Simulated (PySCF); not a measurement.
Static response to an electric field

Compound: InEt2(OEt), C6H15InO.
Geometry (PBE0-D3(BJ)/def2-SVP, Å), atoms numbered from 1 in this order:
```
atom  x, y, z in Å
In1    0.6659    0.3629   -0.5071
C2     2.7687    0.2187   -0.0078
C3     3.0535    0.1247    1.4879
H4     3.2818    1.0874   -0.4506
H5     3.1306   -0.6752   -0.5392
H6     4.1347    0.0318    1.6890
H7     2.7032    1.0138    2.0371
H8     2.5692   -0.7519    1.9476
C9    -0.9737    1.7795   -0.2987
C10   -1.4897    1.9269    1.1288
H11   -1.7715    1.4304   -0.9733
H12   -0.6212    2.7469   -0.6912
H13   -2.3213    2.6500    1.1887
H14   -1.8707    0.9745    1.5323
H15   -0.7093    2.2819    1.8212
O16    0.1091   -1.3517   -1.4372
C17   -1.1981   -1.6738   -1.7764
C18   -2.0177   -2.1298   -0.5801
H19   -1.7329   -0.8311   -2.2701
H20   -1.1794   -2.4903   -2.5264
H21   -3.0325   -2.4435   -0.8739
H22   -1.5228   -2.9772   -0.0807
H23   -2.1186   -1.3151    0.1584
```

Level: CAM-B3LYP/def2-SVPD (PySCF), static field, nuclei fixed, core orbitals frozen in the response. The polarisability tensor in these axes (au):

```
x   132.83  -2.41   7.53
y    -2.41 111.98   8.64
z     7.53   8.64 104.25
```

Q: Diagonalise the tensor; give its mean and Δα, where Δα² is half the sum of the squared differences of the eigenvalues.

A: Principal values 97.02, 117.35 and 134.70 au; mean 116.35 au = 17.24 Å³ = 19.18 × 10⁻⁴⁰ C²·m²/J; Δα = 32.67 au (28 % of the mean).

Q: What is the dipole moment, and where does it point?

A: (0.06, 2.22, 1.04) D, 2.46 D in size, pointing from the negative to the positive side. Measured along this direction, the outermost atoms are H20 at the negative end and H13 and H15 at the positive end.

Q: In a dilute gas of rigid molecules at 273 K, how does the orientational term μ²/3kT compare with the electronic polarisability?

A: In Gaussian units μ²/3kT = 53.39 Å³ against 17.24 Å³, a ratio of 3.10; the Debye molar polarisation (4π/3)N_A(α + μ²/3kT) is 178.2 cm³/mol, leaving out the vibrational part.

Q: Rayleigh depolarisation ratio (linearly polarised light, static tensor)?

A: ρ = 3Δα²/(45ᾱ² + 4Δα²) = 3201.4/(609229 + 4268.5) = 0.00522.

Q: Molar refractivity from α?

A: Lorentz–Lorenz: R = (4π/3)N_A α = 2.5225 cm³/(mol·Å³) × 17.24 Å³ = 43.5 cm³/mol, in the limit of long wavelengths.

Q: Find the Langevin capture rate constant for H3O+ (19.018 u) meeting this molecule (218.016 u), k = 2.342 × 10⁻⁹ cm³/s × √(α in Å³ / reduced mass in u).

A: The reduced mass is 17.49 u, so k = 2.33 × 10⁻⁹ cm³/s. The formula leaves out the permanent dipole, which adds to the capture rate.

Q: Refractivity n − 1 of an ideal gas of it at 273.15 K and 1 atm, from the electronic α?

A: N = p/kT = 2.6868 × 10¹⁹ cm⁻³, so n − 1 = 2π × N × 17.24 × 10⁻²⁴ cm³ = 2911 × 10⁻⁶ at long wavelengths.

Isolated species at its PBE0-D3(BJ)/def2-SVP geometry (one conformer only). Atoms past krypton carry effective core potentials; spin–orbit coupling is left out.
